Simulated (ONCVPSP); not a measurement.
## Transferability test, ONCV potential for selenium

```
Element                 : Se
Generator               : ONCVPSP 4.0.1
Type                    : optimised norm-conserving Vanderbilt (ONCV)
Functional              : PW91
Relativity              : scalar-relativistic
Frozen core             : [Ar] 3d10
Valence charge          : 6
Reference configuration : 4s2 4p4
Partial waves           : 4s: rc 1.30 bohr, ncon 5, nbas 10, qcut 4.5 1/bohr, 2 projectors, debl 1.9 Ha; 4p: rc 1.45 bohr, ncon 3, nbas 8, qcut 4.9 1/bohr, 2 projectors, debl 1.2 Ha; d scattering state at 0.14 Ha: rc 1.55 bohr, ncon 5, nbas 8, qcut 5.4 1/bohr, 2 projectors, debl 2 Ha
Local potential         : polynomial inside 1.15 bohr (lpopt 3, dvloc0 6 Ha)
Core correction         : none
```

Energies are relative to the spin-unpolarised reference configuration 4s2 4p4; without spin polarisation the order of configurations can differ from experiment.

| valence configuration | charge | ΔE all-electron (eV) | error AE − PS (meV) |
| --- | --- | --- | --- |
| 4s2 4p3 | +1 | 10.902 | -3.4 |
| 4s2 4p2 | +2 | 31.326 | -14 |

Question: What are ΔE and the potential's error for 4s2 4p1?

Answer: ΔE = 62.296 eV all-electron; the error (AE − PS) is -31 meV.

Question: What are ΔE and the potential's error for 4s2 4p0?

Answer: ΔE = 104.607 eV all-electron; the error (AE − PS) is -23 meV.

Levels in the configuration 4s2 4p0:

| level | all-electron (eV) | pseudo (eV) |
| --- | --- | --- |
| 4s | -61.874 | -61.799 |

Note: ghosts flagged at negative energy: s at -199.1 eV, d at -32.4 eV; GHOST(+) flags only above 600 eV. A true bound ghost makes a file unfit for plane-wave use.
